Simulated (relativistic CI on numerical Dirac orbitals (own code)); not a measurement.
Computed by Dirac-Coulomb-Breit CI, orbitals from a KLI potential per configuration, model QED, unscaled Slater integrals (own radial code, finite nucleus).

The strongest absorption lines from the ground level of an ion, among the configurations computed and to levels below about 2030 eV (vacuum wavelength in Å, gf): 6.1078 (0.069), 6.1273 (0.65), 6.1324 (0.42), 6.1547 (0.29), 6.1585 (0.074), 26.038 (1.9), 27.553 (1.4), 28.873 (0.13).

Q: Which ion is it?
A. Os49+
B. Hg55+
C. Os51+
D. Hf47+

A: C. Os51+ has 25 electrons and the ground level 3s²3p⁶3d⁷ ⁴F9/2; the strongest line goes to 3s²3p⁵3d⁸ ⁴D°7/2. The pattern of lines fixes the number of electrons, and along that sequence the line energies rise steadily with the charge (about as its square where n changes within one kind of shell, about linearly where n is kept but much faster in heavy ions where fine structure, which grows about as Z⁴, sets the gap, and irregularly where shells cross), which fixes Z. Configurations outside the model, such as inner-shell arrays, can give stronger lines. At this charge energies of transitions that change n are usually good to better than 1 %, and those within a shell (Δn = 0) to a few per cent.

LS names give the leading component of a level, which can be under half, so a name can repeat, a term be missing and a line seem to break the LS rules.
